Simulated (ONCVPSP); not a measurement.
**LDA (Perdew-Zunger) ONCV dataset for Cl, scalar-relativistic all-electron reference.**

Input for ONCVPSP 4.0.1:

```
# ATOM AND REFERENCE CONFIGURATION
# atsym  z   nc   nv     iexc    psfile
  Cl 17.00    1    4        3      upf
#
#   n    l    f
    1    0    2.00
    2    0    2.00
    2    1    6.00
    3    0    2.00
    3    1    5.00
#
# PSEUDOPOTENTIAL AND OPTIMIZATION
# lmax
    1
#
#   l,   rc,      ep,       ncon, nbas, qcut
    0    0.80    0.00    4    7   11.80
    1    0.70    0.00    3    7   24.20
#
# LOCAL POTENTIAL
# lloc, lpopt,  rc(5),   dvloc0
    4    5    0.55    1.00
#
# VANDERBILT-KLEINMAN-BYLANDER PROJECTORs
# l, nproj, debl
    0    2    2.90
    1    2    3.60
#
# MODEL CORE CHARGE
# icmod, fcfact, rcfact
    2    0.55    0.85
#
# LOG DERIVATIVE ANALYSIS
# epsh1, epsh2, depsh
  -11.00    5.00    0.04
#
# OUTPUT GRID
# rlmax, drl
    6.00    0.01
#
# TEST CONFIGURATIONS
# ncnf
    4
# nvcnf
#   n    l    f
    4
    2    0    2.00
    2    1    6.00
    3    0    2.00
    3    1    4.00
#
    4
    2    0    2.00
    2    1    6.00
    3    0    2.00
    3    1    3.00
#
    4
    2    0    2.00
    2    1    6.00
    3    0    2.00
    3    1    2.00
#
    4
    2    0    1.00
    2    1    6.00
    3    0    2.00
    3    1    5.00
#
```

Command:

```bash
oncvpsp.x < Cl.dat > Cl.out
```

Resulting log (shortened: citation, most of the input echo, consistency checks and plot data are left out):

```
ONCVPSP  (Optimized Norm-Conservinng Vanderbilt PSeudopotential)
scalar-relativistic version 4.0.1

#   n    l    f        energy (Ha)
    1    0    2.00    -1.0076505E+02
    2    0    2.00    -9.2509075E+00
    2    1    6.00    -7.0424560E+00
    3    0    2.00    -7.6048890E-01
    3    1    5.00    -3.1991320E-01

Reference configufation results
  iterations    21
  all-electron total energy (Ha)   -4.60115573D+02

Begin loop to  construct optimized pseudo wave functions
and semi-local pseudopoentials for all angular momenta

Calculating optimized projector #   1

 for l=   0

    Fraction of norm inside rc  0.950442
    Optimizing pswf for qcut=  11.78 a_B^-1,  ecut=  69.34 Ha
    Residual kinetic energy error=  6.29D-06 Ha

    Energy error per electron        Cutoff
         Ha          eV             Ha
         0.01000     0.27211       40.26
         0.00100     0.02721       51.04
         0.00010     0.00272       59.47
         0.00001     0.00027       67.40

Calculating optimized projector #   2

 for l=   0

    Fraction of norm inside rc  0.070885
    Optimizing pswf for qcut=  11.78 a_B^-1,  ecut=  69.34 Ha
    Residual kinetic energy error=  8.63D-05 Ha

    Energy error per electron        Cutoff
         Ha          eV             Ha
         0.01000     0.27211       32.01
         0.00100     0.02721       42.35
         0.00010     0.00272       56.71
         0.00001     0.00027      233.24

Calculating optimized projector #   1

 for l=   1

    Fraction of norm inside rc  0.913372
    Optimizing pswf for qcut=  24.18 a_B^-1,  ecut= 292.29 Ha
    Residual kinetic energy error=  2.57D-08 Ha

    Energy error per electron        Cutoff
         Ha          eV             Ha
         0.01000     0.27211      164.90
         0.00100     0.02721      198.34
         0.00010     0.00272      225.91
         0.00001     0.00027      248.71

Calculating optimized projector #   2

 for l=   1

    Fraction of norm inside rc  0.037992
    Optimizing pswf for qcut=  24.18 a_B^-1,  ecut= 292.29 Ha
    Residual kinetic energy error=  1.48D-08 Ha

    Energy error per electron        Cutoff
         Ha          eV             Ha
         0.01000     0.27211      133.31
         0.00100     0.02721      174.69
         0.00010     0.00272      209.40
         0.00001     0.00027      237.72

Construct Vanderbilt / Kleinmman-Bylander projectors

B matrix Hermiticity error, ll=   0
   1   2    1.6895E-03

  Orthonormal projector coefficients  1.2419E+01  1.8812E+00

B matrix Hermiticity error, ll=   1
   1   2    1.0448E-03

  Orthonormal projector coefficients -2.7108E+01 -6.4548E+00

Model core correction analysis
  based on d2Exc/dn_idn_j

d2excae - all-electron derivatives

   -1.010411D-01   -9.365915D-02   -8.378250D-03   -5.214140D-03
   -9.365996D-02   -1.043904D-01   -8.328996D-03   -6.327875D-03
   -8.378539D-03   -8.329288D-03   -3.314033D-02   -2.794603D-02
   -5.214361D-03   -6.328163D-03   -2.794693D-02   -2.598531D-02

d2excps - pseudofunction derivatives with no core correction

   -1.029067D-01   -1.028271D-01   -9.076021D-03   -6.274146D-03
   -1.028270D-01   -1.088998D-01   -8.949687D-03   -6.552367D-03
   -9.076475D-03   -8.950037D-03   -3.323962D-02   -2.803020D-02
   -6.274450D-03   -6.552709D-03   -2.803110D-02   -2.599923D-02

rms 2nd derivative error    3.500148E-03

amplitude prefactor, scale prefactor
    6.5562    1.3248

d2excps - pseudofunction derivatives with core correction

   -9.525140D-02   -9.847546D-02   -8.198125D-03   -5.921925D-03
   -9.847491D-02   -1.056968D-01   -8.461394D-03   -6.298143D-03
   -8.198333D-03   -8.461692D-03   -3.313874D-02   -2.799058D-02
   -5.922152D-03   -6.298452D-03   -2.799148D-02   -2.597899D-02

rms 2nd derivative error    2.273707E-03

Pseudoatom total energy -180.501784

Diagnostic tests using Vanderbilt-Kleinman-Bylander pseudopotentials
  1 or more projectors used as specified by nproj input data

   l    rcore       rmatch      e in        delta e   norm test  slope test

   0   0.8003394   0.8246394  -9.2509075   0.0000460   1.0002891   1.0002628
   0   0.8003394   0.8246394  -0.7604889   0.0000471   1.0001003   1.0000743

   1   0.7016469   0.7229504  -7.0424560  -0.0000727   1.0002822   1.0003169
   1   0.7016469   0.7229504  -0.3199132   0.0000606   1.0001738   1.0001656

 Testing for bound ghosts
   n   l    E NL Schr. Eq   E Basis Diag.   E Cutoff

   1   0       -9.250862       -9.250856    296.39
   2   0       -0.760442       -0.507084    296.39

   2   1       -7.042529       -7.042382    453.47
   3   1       -0.319853        0.360399    453.47

 Testing for highly-localized positive-energy ghosts
       l    <radius>/rc     E Basis Diag.   E Cutoff

Test configuration 0

   n   l     f        eae           eps        diff
   1   0  2.0000 -100.76504567
   2   0  2.0000   -9.25090753   -9.25086153    4.60D-05
   2   1  6.0000   -7.04245602   -7.04252876   -7.27D-05
   3   0  2.0000   -0.76048890   -0.76044180    4.71D-05
   3   1  5.0000   -0.31991320   -0.31985262    6.06D-05

    Total energies and differences
      AE_ref= -4.60115573D+02  AE_tst= -4.60115573D+02  dif=  0.00D+00
      PS_ref= -1.80501784D+02  PS_tst= -1.80501784D+02  dif= -8.24D-13
      PSP excitation error=  8.24D-13

Test configuration 1

   n   l     f        eae           eps        diff
   1   0  2.0000 -101.24559388
   2   0  2.0000   -9.72113509   -9.72110512    3.00D-05
   2   1  6.0000   -7.51392848   -7.51311163    8.17D-04
   3   0  2.0000   -1.17825233   -1.17821163    4.07D-05
   3   1  4.0000   -0.71703719   -0.71691611    1.21D-04

    Total energies and differences
      AE_ref= -4.60115573D+02  AE_tst= -4.59602121D+02  dif=  5.13D-01
      PS_ref= -1.80501784D+02  PS_tst= -1.79988374D+02  dif=  5.13D-01
      PSP excitation error=  4.19D-05

Test configuration 2

   n   l     f        eae           eps        diff
   1   0  2.0000 -101.81808400
   2   0  2.0000  -10.27358267  -10.27373050   -1.48D-04
   2   1  6.0000   -8.06870772   -8.06640518    2.30D-03
   3   0  2.0000   -1.64892881   -1.64890394    2.49D-05
   3   1  3.0000   -1.16734077   -1.16709478    2.46D-04

    Total energies and differences
      AE_ref= -4.60115573D+02  AE_tst= -4.58663991D+02  dif=  1.45D+00
      PS_ref= -1.80501784D+02  PS_tst= -1.79050348D+02  dif=  1.45D+00
      PSP excitation error=  1.45D-04

Test configuration 3

   n   l     f        eae           eps        diff
   1   0  2.0000 -102.47413956
   2   0  2.0000  -10.89835737  -10.89885204   -4.95D-04
   2   1  6.0000   -8.69706288   -8.69258126    4.48D-03
   3   0  2.0000   -2.16247186   -2.16245766    1.42D-05
   3   1  2.0000   -1.66164800   -1.66116848    4.80D-04

    Total energies and differences
      AE_ref= -4.60115573D+02  AE_tst= -4.57252990D+02  dif=  2.86D+00
      PS_ref= -1.80501784D+02  PS_tst= -1.77639596D+02  dif=  2.86D+00
      PSP excitation error=  3.94D-04

Test configuration 4

   n   l     f        eae           eps        diff
   1   0  2.0000 -102.47054386
   2   0  1.0000  -10.50191442  -10.54458094   -4.27D-02
   2   1  6.0000   -8.34708263   -8.36440988   -1.73D-02
   3   0  2.0000   -1.28919909   -1.29171407   -2.51D-03
   3   1  5.0000   -0.80435000   -0.80447408   -1.24D-04

    Total energies and differences
      AE_ref= -4.60115573D+02  AE_tst= -4.50250620D+02  dif=  9.86D+00
      PS_ref= -1.80501784D+02  PS_tst= -1.70615332D+02  dif=  9.89D+00
      PSP excitation error= -2.15D-02
```

The run took about 2.9 s on one core of a shared server CPU.
